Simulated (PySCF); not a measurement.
## BeHg: from constants to spectrum

PBE constants of BeHg, ¹Σ⁺ (singlet), closed shell (Be cc-pVDZ, Hg cc-pVDZ-PP with ECP60; scalar-relativistic core potentials (PySCF 2.14); masses 9.0122 and 201.9706 u):

```
ωe            : 150.9 cm⁻¹
ωexe          : 4.83 cm⁻¹
Be            : 0.2496 cm⁻¹
αe            : 0.00838 cm⁻¹
De to Be + Hg : 0.150 eV
```

What force constant and bond length do these constants imply?

Reduced mass μred = 8.6272 u; k = 5.8918×10⁻⁷·μred·ωe² (u, cm⁻¹, mdyn/Å) = 0.116 mdyn/Å; Re = √(16.8576/(μred·Be)) (u, cm⁻¹, Å) = 2.798 Å.

Estimate the centrifugal constant D from the Kratzer relation and find the Dunham coefficient a1.

D = 4Be³/ωe² = 2.73e-06 cm⁻¹; a1 = −1 − αeωe/(6Be²) = -4.38.

Closed-shell solutions of metal pairs were not tested for spin polarisation, which can lower them a little. The bond is weak. Basis-set superposition, not corrected here, can be much of De in a small basis, most of all at correlated wavefunction levels. Functionals without a dispersion term scatter widely for such bonds, and LDA overbinds them. Spin–orbit coupling is left out.
